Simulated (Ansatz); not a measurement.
Program: Ansatz. Geometries: PBE0-D4/def2-TZVP. ΔE: electronic, gas phase. CCSD(T)/CBS adds triple-zeta CCSD(T) − MP2 to the extrapolated MP2 energy (def2 sets, frozen cores). For Ge outer-core shells are correlated without core-valence functions, which leaves a few kJ/mol of doubt a bond. Scalar relativity is left out up to krypton. Each species was taken in one conformer, which may not be the lowest.

Consider the redistribution: `C[Si](F)(F)[GeH3]` + `COB(C)O` → `C[SiH](F)[GeH3]` + `CB(O)OCF`.

| species | CCSD(T)/CBS(def2) energy (Eh) |
| --- | --- |
| `C[Si](F)(F)[GeH3]` | -2606.59040 |
| `COB(C)O` | -255.57080 |
| `C[SiH](F)[GeH3]` | -2507.31933 |
| `CB(O)OCF` | -354.76315 |

(1) Work out ΔE.

Largest T1 diagnostic among the species: 0.012.

## Answers

(1) ΔE = (-2507.31933) + (-354.76315) − (-2606.59040) − (-255.57080) = 0.07872 Eh = +206.7 kJ/mol.

From PBE to PBE0 (25 % exact exchange), in def2-TZVPP and without D4, ΔE moves by +3.9 kJ/mol.
